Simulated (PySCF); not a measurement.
Excitations are Tamm–Dancoff values on a coarser integration grid. The basis has no diffuse functions, so Rydberg states are missing or too high.

Cartesian coordinates (Å):
SMILES: [SH][AlH2]
```xyz
5

Al    -0.6466    -0.0672    -0.0442
S      1.4213    -0.7330     0.1556
H     -0.9428     1.4811    -0.1567
H     -1.7512    -1.1949    -0.0624
H      1.9193     0.5141     0.1077
```
Charge 0, spin multiplicity 1.

Task: Estimate the brightest of the four lowest singlets (TDA), dipole moment, HOMO, T1 excitation (TDA) and HOMO–LUMO gap that PBE-D3(BJ)/def2-TZVP // PBE0-D3(BJ)/def2-TZVP in PySCF 2.14.0 returns for this input.

Result: 
```
Quantity                                       Result
-------------------------------------------  --------
brightest of the four lowest singlets (TDA)   5.14 eV
dipole moment                                  0.89 D
HOMO                                         -6.69 eV
T1 excitation (TDA)                           4.19 eV
HOMO–LUMO gap                                 4.54 eV
```
